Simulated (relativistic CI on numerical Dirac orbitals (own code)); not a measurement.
# Au²⁺: L2,3 absorption edge

Computed with this model: Dirac-Coulomb-Breit CI, separate exchange-only KLI orbitals for each configuration, model QED, valence Slater integrals scaled by 0.8, multiplet model of core-to-valence dipole absorption; configurations [Xe] 4f14 5d9 → [He] 2s2 2p5 3s2 3p6 3d10 4s2 4p6 4d10 4f14 5s2 5p6 5d10; 300 K; Lorentzian 5 eV and Gaussian 1 eV FWHM. Energies are those of the free ion, without screening or charge transfer. The branching ratio is the share of the lower-energy edge in the whole absorption, uncertain by about 0.02 where the edges overlap. S is read from ⟨S²⟩ = S(S + 1).

Field parameters in Wybourne normalisation: D4h B²₀ = −7Ds, B⁴₀ = 21(Dq − Dt), B⁴₄ = 21√(5/14) Dq. The field is a parameter set, without covalency.

Case D4h, 10Dq = 25950, Ds = 2360, Dt = 350 cm⁻¹, the dichroism is that of the ground state at zero temperature, magnetised by exchange field 10 meV on Sz. The dichroism I(Δm = −1) − I(Δm = +1), over the sum of the three polarisations, integrates to -0.5263 on the lower edge and 0.1601 on the upper edge. The branching ratio is 0.840.

Question: Use the orbital sum rule with 1 holes to get ⟨Lz⟩.

Answer: For a p → d edge ⟨Lz⟩ = 2 × n_h × (sum of both integrals) in this sign convention = -0.73; the ground state itself has ⟨Lz⟩ = -0.63 and ⟨Sz⟩ = -0.49. The rule assumes one radial integral for both edges, which relativistic orbitals only approach.
